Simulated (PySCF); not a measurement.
# Trend along the chalcogens: MLa molecules

r²SCAN with double-zeta basis sets in PySCF, for the lowest determinant that a PBE0 search found; no spin–orbit coupling. De refers to high-spin ground-configuration atoms. A positive dipole means M(−)La(+).

```
 M       basis  state (unpaired electrons)  Re (Å)  ωe (cm⁻¹)  De (eV)  μ (D)
 O  x2c-SVPall               doublet (σ ↑)   1.845        838      n/a   3.32
 S  x2c-SVPall               doublet (σ ↑)   2.373        457      n/a   5.51
Se  x2c-SVPall               doublet (σ ↑)   2.509        308      n/a   5.83
```

The shortest bond is that of LaO (1.845 Å), the longest that of LaSe (2.509 Å).

De is n/a where a free atom or ion gave no sound limit at this level.

Down a group bonds as a rule get longer and wavenumbers fall, partly through the reduced mass; this series shows no clear exception.

These are scalar-relativistic numbers at best; spin–orbit coupling would shift them, the dissociation energy most. With d or f electrons several states lie close, and the lowest PBE0 determinant need not be the measured ground state.
